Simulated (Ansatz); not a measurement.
`FC([SiH3])([SiH3])[SiH3]` at its PBE0-D4/def2-TZVP geometry, where that method's forces vanish. The species carries charge 0 and has multiplicity 1.

```
atom    x (Å)    y (Å)    z (Å)
  F1  -0.7423   1.1806  -1.2999
  C2  -0.1864   0.2965  -0.3265
 Si3   0.1538   1.3199   1.2317
 Si4   1.4111  -0.4122  -1.0589
 Si5  -1.4685  -1.0611  -0.0039
  H6   0.7371   0.4165   2.2579
  H7  -1.1143   1.9023   1.7399
  H8   1.1135   2.4094   0.9197
  H9   2.3654   0.6883  -1.3484
 H10   2.0037  -1.3397  -0.0600
 H11   1.1074  -1.1514  -2.3105
 H12  -0.9085  -1.9915   1.0110
 H13  -2.7244  -0.4570   0.5091
 H14  -1.7477  -1.8006  -1.2611
```

**Question.** For each bond, give half the difference of the two atoms' forces along it (eV/Å; positive pushes the atoms apart) under PBE-D4, r2SCAN-D4, B3LYP-D4, ωB97M-V in def2-TZVPP. (Estimate.)

**Answer.** Ansatz gave: 
| bond | length (Å) | PBE-D4 | r2SCAN-D4 | B3LYP-D4 | ωB97M-V |
| --- | --- | --- | --- | --- | --- |
| F1–C2 | 1.428 | 0.51 | 0.44 | 0.47 | 0.33 |
| C2–Si3 | 1.895 | -0.04 | -0.04 | 0.03 | 0.00 |
| C2–Si4 | 1.895 | -0.04 | -0.04 | 0.03 | 0.00 |
| C2–Si5 | 1.895 | -0.04 | -0.04 | 0.03 | 0.00 |
| Si3–H6 | 1.486 | 0.05 | -0.02 | -0.06 | -0.08 |
| Si3–H7 | 1.485 | 0.08 | -0.02 | -0.09 | -0.11 |
| Si3–H8 | 1.485 | 0.08 | -0.02 | -0.09 | -0.11 |
| Si4–H9 | 1.485 | 0.08 | -0.02 | -0.09 | -0.11 |
| Si4–H10 | 1.486 | 0.05 | -0.02 | -0.06 | -0.08 |
| Si4–H11 | 1.485 | 0.08 | -0.02 | -0.09 | -0.11 |
| Si5–H12 | 1.486 | 0.05 | -0.02 | -0.06 | -0.08 |
| Si5–H13 | 1.485 | 0.08 | -0.02 | -0.09 | -0.11 |
| Si5–H14 | 1.485 | 0.08 | -0.02 | -0.09 | -0.11 |

B3LYP here is the variant with VWN-RPA as its local correlation; programs differ in this.
